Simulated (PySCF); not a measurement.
Working with the constants of KF⁺

UHF-CCSD(T) constants of KF⁺, ²Π (doublet), unpaired electrons π ↑ (K x2c-SVPall, F x2c-SVPall; spin-free X2C with a Gaussian nucleus (PySCF 2.14); masses 38.9637 and 18.9984 u):

| Quantity | Value |
| --- | --- |
| ωe | 101.7 cm⁻¹ |
| ωexe | 2.49 cm⁻¹ |
| Be | 0.15247 cm⁻¹ |
| αe | 0.00473 cm⁻¹ |
| De to K⁺ + F | 0.168 eV |

(1) What force constant and bond length do these constants imply?

(2) Estimate the centrifugal constant D from the Kratzer relation and find the Dunham coefficient a1.

Correlated steps freeze 6 core orbitals. The bond is weak. Basis-set superposition, not corrected here, can be much of De in a small basis, most of all at correlated wavefunction levels. For an ion De counts to the pair picked by the measured ionisation energies or electron affinities, which need not be the lowest pair at this level. The state was picked by a PBE0 search and need not be the measured ground state.

Answers

(1) Reduced mass μred = 12.771 u; k = 5.8918×10⁻⁷·μred·ωe² (u, cm⁻¹, mdyn/Å) = 0.0778 mdyn/Å; Re = √(16.8576/(μred·Be)) (u, cm⁻¹, Å) = 2.942 Å.

(2) D = 4Be³/ωe² = 1.37e-06 cm⁻¹; a1 = −1 − αeωe/(6Be²) = -4.45.
